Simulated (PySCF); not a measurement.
Input of a run (PBE0-D3(BJ)/def2-SVP geometry optimisation, gas phase, def2 core potentials past Kr (PySCF 2.14.0)), started from GFN2-xTB:
```
{"job": {"xc": "PBE0", "basis": "def2-SVP", "d3": "d3bj", "grid": 1, "maxiter": 40, "shake": 0.03, "kind": "geom"}, "charge": 0, "multiplicity": 1}
Sb     0.057050    -0.070570     1.014770
I      2.380170    -0.044580    -0.329830
I     -1.232380     2.079840    -0.376180
I     -1.121560    -2.055130    -0.339240
```

Output (energies in Eh, forces in Eh/bohr):
```
step   0  E = -1133.52878679  max force = 0.019593
step   1  E = -1133.53154243  max force = 0.010604
step   2  E = -1133.53221415  max force = 0.003403
step   3  E = -1133.53227014  max force = 0.001373
step   4  E = -1133.53228808  max force = 0.000111
step   5  E = -1133.53228873  max force = 0.000078
optimisation converged
```

Summarise the run.

The energy falls by 9.2 kJ/mol over 6 energy and gradient evaluations, the largest force component goes from 0.0196 to 7.8e-05 Eh/bohr, and the atoms move by 0.075 Å rms after alignment. The bond that changes most is Sb1–I3 (ends: antimony bonded to 3 I; iodine bonded to Sb), which shortens by 0.133 Å. Bonds longer at the end by more than 0.005 Å: 2 of 3; shorter: 1. Among the angles that change most is I3–Sb1–I4, from 96.5° to 99.6°. The energy never rose by more than 1e-6 Eh on the way. The first step brought 79 % of the lowering.

What are the final bond lengths?

Sb1–I2 2.733 Å, Sb1–I3 2.734 Å, Sb1–I4 2.734 Å. Numbering counts from 1 in the input's order; the species is `[I][Sb]([I])[I]`.

The run used 104 basis functions and 42 SCF cycles in all. On an Arm Neoverse V2 with one thread, shared host with 32 logical CPUs at a one-minute load of 18, this took 54 s wall and 0.40 GiB of memory at its peak.

No PBE0-D3(BJ)/def2-SVP frequencies stand behind this structure, so it isn't proved a minimum.
